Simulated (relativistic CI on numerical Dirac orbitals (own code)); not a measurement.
**Electric-dipole transitions in In20+**

These numbers are calculated, not measured: Dirac-Coulomb-Breit CI, orbitals from a KLI potential per configuration, model QED (radiative potential, 1s self-energy scaled to tabulated hydrogen-like ionisation energies), unscaled Slater integrals (own radial code, finite nucleus).

CI space (outside the closed core [Ar]): 3d10 4s, 3d10 4p, 3d10 4d, 3d10 4f, 3d10 5s, 3d10 5p, 3d10 5d, 3d10 5f, 3d10 5g, 3d10 6s, 3d10 6p, 3d9 4s2, 3d10 6d, 3d10 6f, 3d10 7s, 3d9 4s 4p, 3d10 8s, 3d9 4s 4d, 3d9 4s 4f, 3d9 4s 5s, 3d9 4s 5p, 3d9 4s 5d, 3d9 4s 5f. Double excitations out of closed p, d and f shells are left out; levels of such configurations are missing from the list, as are those of other unlisted configurations, and high levels can miss mixing partners.

```
λ vac (nm)                   Lower                   Upper   A (s⁻¹)  E lower (10³ cm⁻¹)  E upper (10³ cm⁻¹)
    5.7034      3d10 4d 2D_3/2 [4]    3d10 5f 2F°_5/2 [13]  2.93e+11               993.6              2746.9
    5.7511      3d10 4d 2D_5/2 [5]    3d10 5f 2F°_7/2 [14]  3.22e+11              1009.2              2748.0
    8.1106     3d10 4f 2F°_5/2 [6]     3d10 5g 2G_7/2 [15]  9.08e+11              1599.7              2832.7
    8.1170     3d10 4f 2F°_7/2 [7]     3d10 5g 2G_9/2 [16]  9.40e+11              1601.1              2833.1
    15.057  3d9 4s 4p 4F°_7/2 [29]   3d9 4s 4d 4G_9/2 [53]  1.03e+11              3567.6              4231.8
    15.410     3d10 4p 2P°_1/2 [2]      3d10 4d 2D_3/2 [4]  1.06e+11               344.6               993.6
    16.312  3d9 4s 4p 4D°_7/2 [36]   3d9 4s 4d 4F_9/2 [63]  7.97e+10              3646.1              4259.1
    16.345  3d9 4s 4p 2F°_7/2 [41]   3d9 4s 4d 2G_9/2 [76]  1.02e+11              3701.2              4313.0
    16.366  3d9 4s 4p 4F°_9/2 [32]  3d9 4s 4d 4G_11/2 [56]  1.05e+11              3625.8              4236.9
    16.498      3d10 4d 2D_3/2 [4]     3d10 4f 2F°_5/2 [6]  9.88e+10               993.6              1599.7
    16.553     3d10 5d 2D_5/2 [12]    3d10 6p 2P°_3/2 [19]  7.90e+10              2490.1              3094.2
    16.894      3d10 4d 2D_5/2 [5]     3d10 4f 2F°_7/2 [7]  9.89e+10              1009.2              1601.1
    17.202     3d10 4p 2P°_3/2 [3]      3d10 4d 2D_5/2 [5]  9.37e+10               427.9              1009.2
    18.017  3d9 4s 4p 2F°_7/2 [44]   3d9 4s 4d 2G_9/2 [66]  7.50e+10              3734.9              4289.9
    20.503     3d9 4s2 2D_5/2 [22]  3d9 4s 4p 2D°_5/2 [46]  7.80e+10              3264.6              3752.4
    20.528     3d9 4s2 2D_3/2 [23]  3d9 4s 4p 2D°_3/2 [49]  7.85e+10              3328.5              3815.6
    21.169     3d9 4s2 2D_3/2 [23]  3d9 4s 4p 2F°_5/2 [48]  7.15e+10              3328.5              3800.9
    21.265     3d9 4s2 2D_5/2 [22]  3d9 4s 4p 2F°_7/2 [44]  7.14e+10              3264.6              3734.9
    23.373      3d10 4s 2S_1/2 [1]     3d10 4p 2P°_3/2 [3]  2.85e+10                 0.0               427.9
    34.146     3d10 5p 2P°_1/2 [9]     3d10 5d 2D_3/2 [11]  2.93e+10              2190.0              2482.9
    37.872     3d10 5d 2D_3/2 [11]    3d10 5f 2F°_5/2 [13]  2.77e+10              2482.9              2746.9
    37.963    3d10 5p 2P°_3/2 [10]     3d10 5d 2D_5/2 [12]  2.63e+10              2226.7              2490.1
    38.778     3d10 5d 2D_5/2 [12]    3d10 5f 2F°_7/2 [14]  2.77e+10              2490.1              2748.0
    51.293      3d10 5s 2S_1/2 [8]    3d10 5p 2P°_3/2 [10]  8.23e+09              2031.7              2226.7
    63.405    3d10 6p 2P°_1/2 [18]     3d10 6d 2D_3/2 [20]  1.07e+10              3074.7              3232.4
    70.346    3d10 6p 2P°_3/2 [19]     3d10 6d 2D_5/2 [21]  9.62e+09              3094.2              3236.4
    70.719     3d10 6d 2D_3/2 [20]    3d10 6f 2F°_5/2 [24]  1.02e+10              3232.4              3373.8
    72.395     3d10 6d 2D_5/2 [21]    3d10 6f 2F°_7/2 [25]  1.03e+10              3236.4              3374.5
    95.460     3d10 6s 2S_1/2 [17]    3d10 6p 2P°_3/2 [19]  2.98e+09              2989.4              3094.2
    117.48    3d10 5f 2F°_7/2 [14]     3d10 5g 2G_9/2 [16]  6.84e+08              2748.0              2833.1
```

Terms are leading LS components. Brackets give the number of a level in order of energy, since labels repeat. The list gives strong lines, with weight on those to low levels, without lines whose two gauges differ by over a factor of 2.5, among the lowest 84 of 227 levels, so that lines to higher ones, which can be the strongest, are missing. Levels whose partners in the same complex of configurations lie outside the list can be far off, and so can their lines. Rates are taken at the computed energies, electric ones in the length gauge.

At this charge energies of transitions that change n are usually good to better than 1 %, and those within a shell (Δn = 0) to a few per cent.

LS names give the leading component of a level, which can be under half, so a name can repeat, a term be missing and a line seem to break the LS rules.
